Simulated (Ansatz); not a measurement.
BBr$_{3}$, charge -1, doublet, geometry from GFN2-xTB (a state made from the parent by changing its charge; the spin is typed, not shown lowest) (a gas-phase anion, which may not be bound at this level). Base run: B3LYP/STO-3G in Ansatz (a quantum-chemistry and plane-wave program).

Ansatz was given this input:
Ansatz 0.2 input:
```yaml
crystal:
  periodic: [false, false, false]
  atoms:
    - {symbol: B, position_ang: [0.02149908, -0.02457271, -0.04758981]}
    - {symbol: Br, position_ang: [-1.60547699, -1.16290569, -0.12149488]}
    - {symbol: Br, position_ang: [0.01555139, 1.76890099, -0.90300304]}
    - {symbol: Br, position_ang: [1.58685430, -0.60248491, 1.03129646]}
basis:
  gaussian:
    orbitals: STO-3G
hamiltonian:
  xc: b3lyp
total_charge: -1
magnetization: {spin_polarized: true, initial_magnetization: 1}
```

The base run was repeated with changes; each row names its change, and settings that it needs were set with it.

| change | basis functions | E (Eh) | core-seconds (rough) |
|---|---|---|---|
| base | 59 | -7662.51994 | 3 |
| basis = pcseg-0 | 75 | -7738.18153 | 4 |
| basis = 3-21G | 78 | -7710.19976 | 3 |
| basis = cc-pVDZ | 95 | -7747.43112 | 10 |
| basis = 6-31G | 96 | -7746.39888 | 7 |
| basis = def2-SVP | 110 | -7746.55643 | 6 |
| basis = 6-31G* | 120 | -7746.61611 | 7 |
| basis = aug-pcseg-1 | 131 | -7746.65467 | 20 |
| basis = def2-SVPD | 143 | -7746.58525 | 20 |
| basis = pc-2 | 159 | -7747.69624 | 10 |
| basis = def2-TZVPP | 175 | -7747.53090 | 10 |
| basis = def2-TZVPD | 208 | -7747.53604 | 50 |

Totals compare only among sets that treat the same electrons; sets with core potentials leave the core out.

A gas-phase anion may not be bound at this level; its values then depend on the basis.
